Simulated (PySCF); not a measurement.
BF2, SMILES F[B]F, multiplicity 2.

Geometry optimised at B3LYP-D3(BJ)/def2-TZVP. The isomer is the one that the SMILES or the coordinates give; other isomers of the formula were not compared.

Calculation: TDA-LC-ωPBE/def2-TZVPD (PySCF).

Vertical excitations. The molecule is in vacuum.

Computed excitation energies, oscillator strengths and character:
```json
[
 {"state": "root 1", "energy (eV)": "4.27", "λ (nm)": "290", "f": "0.056", "main pairs": "α HOMO→LUMO+1 92 %"},
 {"state": "root 2", "energy (eV)": "7.28", "λ (nm)": "170", "f": "0.003", "main pairs": "α HOMO→LUMO 90 %"},
 {"state": "root 3", "energy (eV)": "8.03", "λ (nm)": "154", "f": "0.140", "main pairs": "α HOMO→LUMO+3 78 %, α HOMO→LUMO+6 14 %"},
 {"state": "root 4", "energy (eV)": "8.06", "λ (nm)": "154", "f": "0.100", "main pairs": "α HOMO→LUMO+2 73 %, α HOMO→LUMO+7 18 %"},
 {"state": "root 5", "energy (eV)": "8.66", "λ (nm)": "143", "f": "0.001", "main pairs": "β HOMO→LUMO 86 %"},
 {"state": "root 6", "energy (eV)": "8.92", "λ (nm)": "139", "f": "0.056", "main pairs": "α HOMO→LUMO+4 72 %, α HOMO→LUMO+9 14 %"},
 {"state": "root 7", "energy (eV)": "9.06", "λ (nm)": "137", "f": "0.000", "main pairs": "β HOMO−1→LUMO 87 %"},
 {"state": "root 8", "energy (eV)": "9.72", "λ (nm)": "128", "f": "0.007", "main pairs": "α HOMO→LUMO+6 55 %, α HOMO→LUMO+5 19 %, α HOMO→LUMO+3 16 %"},
 {"state": "root 9", "energy (eV)": "9.78", "λ (nm)": "127", "f": "0.000", "main pairs": "α HOMO−1→LUMO+1 90 %"},
 {"state": "root 10", "energy (eV)": "10.03", "λ (nm)": "124", "f": "0.000", "main pairs": "α HOMO→LUMO+7 45 %, α HOMO−2→LUMO+1 24 %, α HOMO→LUMO+2 18 %"}
]
```
Unrestricted roots are not spin-pure.
